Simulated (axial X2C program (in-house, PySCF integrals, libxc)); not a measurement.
# Low determinants of HfF at the PBE0 level, 2c

Calculated with an in-house relativistic program for diatomic molecules. Two-component (2c) means X2C with spin–orbit coupling and atomic mean-field two-electron Coulomb and Gaunt terms. Basis: Hf dyall-cv3z [13s14p9d7f4g], F dyall-av3z [7s6p3d2f] (cores contracted in-house); Gaussian nuclei, density fitting, unrestricted open shells. Masses: Hf 179.947 u, F 18.998 u.

Search at 1.860 Å (vertical energies from the lowest determinant):

| ΔE (eV) | state | electrons beyond evenly filled partner blocks | electrons in ±ω = 1/2, 3/2, 5/2, 7/2 |
| --- | --- | --- | --- |
| 0.00 | Ω = 3/2 | ω = 3/2 | 48 23 8 2 |
| 0.37 | Ω = 5/2 | ω = 5/2 | 48 22 9 2 |
| 0.70 | Ω = 1/2 | ω = 1/2 | 49 22 8 2 |
| 1.02 | Ω = 3/2 | ω = 1/2, ω = -3/2, ω = 5/2 | 47 23 9 2 |
| 1.42 | Ω = 1/2 | ω = 1/2 | 47 24 8 2 |
| 1.61 | Ω = 1/2 | 2 × ω = -1/2, ω = 3/2 | 48 23 8 2 |
| 1.64 | Ω = 9/2 | ω = 1/2, ω = 3/2, ω = 5/2 | 47 23 9 2 |

Lowest determinant, Ω = 3/2 (⟨Sz⟩ = -0.48, ⟨Lz⟩ = 1.98 at PBE0): Re = 1.852 Å, ωe = 677.6 cm⁻¹.

The determinant in row 2 of the search, Ω = 5/2 (⟨Sz⟩ = 0.50, ⟨Lz⟩ = 2.00 at PBE0), was followed along the bond at PBE0; measured from the minimum of the lowest determinant it gives:

Te = 0.365 eV (2947 cm⁻¹), Re = 1.848 Å, ωe = 682.9 cm⁻¹.

Question: Compare the bond of the determinant in row 2 with that of the lowest one.

Answer: At PBE0 its Re is 0.004 Å shorter and its force constant, which goes as ωe², is 1.02 times that of the lowest determinant. T0 ≈ Te + Δωe/2 = 2947 + (3) = 2950 cm⁻¹.

The search compares states at one distance, so a state with another bond length can lie lower; it is not exhaustive and yields mostly the lowest determinant of each block pattern, so other components and higher states of one pattern are missing. These are energies of single determinants, not of spin-adapted states; PBE0 term energies can be off by some tenths of an eV, and the functional has no current term.
